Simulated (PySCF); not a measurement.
Simulated absorption spectrum

Compound: C₈H₉B.
Cartesian coordinates in Å at the PBE0-D3(BJ)/def2-SVP level; atoms count from 1:
```
atom  x, y, z in Å
C1     3.216    0.261    0.021
C2     2.230   -0.560   -0.372
B3     0.692   -0.300   -0.192
C4     0.190    1.081    0.251
C5    -1.092    1.504    0.495
C6    -2.315    0.780    0.407
C7    -2.544   -0.522    0.038
C8    -1.626   -1.531   -0.371
C9    -0.261   -1.468   -0.486
H10    4.275    0.012   -0.110
H11    3.012    1.224    0.502
H12    2.540   -1.510   -0.831
H13    0.941    1.869    0.395
H14   -1.224    2.548    0.806
H15   -3.208    1.356    0.672
H16   -3.593   -0.834    0.052
H17   -2.107   -2.484   -0.626
H18    0.198   -2.404   -0.832
```

The calculation used TDDFT B3LYP/def2-SVPD, vertical, gas phase, core orbitals frozen in the response in PySCF 2.14.0, density-fitted response routines.

Computed states:

| state | E (eV) | f |
| --- | --- | --- |
| S1 | 3.97 | 0.057 |
| S2 | 4.23 | 0.210 |
| S3 | 5.00 | 0.010 |
| S4 | 5.13 | 0.021 |
| S5 | 5.18 | 0.0009 |
| S6 | 5.27 | 0.019 |
| S7 | 5.38 | 0.169 |
| S8 | 5.46 | 0.111 |
| S9 | 5.73 | 0.245 |
| S10 | 5.91 | 0.295 |

Each state is given a Gaussian of 0.3 eV full width at half maximum, with ε(max) = 2.175×10⁸ f / Δν̃ (Δν̃ the width in cm⁻¹). The width is an assumption, not a result. The curve ends short of the highest state used, and states not computed would add to its high-energy end.

Question: What does the envelope look like, and where are its maxima?

Answer: 
(E (eV), ε (L mol⁻¹ cm⁻¹)): (3.52, 10), (3.57, 37), (3.62, 117), (3.67, 320), (3.73, 875), (3.78, 1721), (3.83, 2943), (3.88, 4445), (3.93, 6100), (3.98, 7935), (4.03, 10196), (4.08, 13088), (4.13, 16306), (4.19, 19167), (4.24, 19336), (4.29, 17031), (4.34, 12969), (4.39, 8500), (4.44, 4784), (4.49, 2310), (4.54, 958), (4.59, 345), (4.65, 101), (4.70, 81), (4.75, 155), (4.80, 329), (4.85, 632), (4.90, 1085), (4.95, 1689), (5.00, 2440), (5.05, 3392), (5.11, 5090), (5.16, 7405), (5.21, 10914), (5.26, 15553), (5.31, 20541)

Maxima: 294 nm (4.22 eV), ε about 20000, made up of S2 (96%) (ε in L mol⁻¹ cm⁻¹; maxima over ε = 5, shares over 10%). At its high-energy end, 5.31 eV, the curve is still rising (ε about 21000, from S7 and S8).

Question: On this curve, what absorbance would a 10⁻³ mol/L sample give at 308 nm over a 1 cm path?

Answer: 308 nm is 4.025 eV, where ε is about 10000 L mol⁻¹ cm⁻¹, so A = ε c l ≈ 10 (Beer–Lambert, with the gas-phase spectrum and the assumed width).

Question: What would ε be at 4.22 eV, the highest of these maxima, with half the width (0.15 eV)?

Answer: About 37400 L mol⁻¹ cm⁻¹ against 19600, a factor of about 1.9; a lone state at its own centre would give exactly 2.

Question: Coming from long wavelengths, where does ε first pass 100 L mol⁻¹ cm⁻¹?

Answer: At about 343 nm (3.61 eV), 0.36 eV below S1.

The vertical ionisation energy (ΔSCF) is 8.32 eV, 2.41 eV above S10.

One conformer stands for the species.
